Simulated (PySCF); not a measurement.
A structure optimised at PBE-D3(BJ)/def2-SVP, used in a PySCF frequency run:

```xyz
9

B      0.1806    -0.3426     0.6354
Cl     1.8419    -0.4597     0.0002
C     -0.1766    -0.9674     2.0271
H     -0.3507    -2.0579     1.8824
H     -1.1030    -0.5439     2.4609
H      0.6551    -0.8823     2.7534
N     -0.7876     0.2967    -0.1822
C     -1.4054     0.8755    -1.0474
O     -2.0515     1.4359    -1.8601
```

Problem. Write its SMILES and formula.

Solution. CB(Cl)N=C=O, C2H3BClNO

Problem. What are its rotational constants (standard atomic weights)?

Solution. 4.9552, 1.5299, 1.1776 GHz
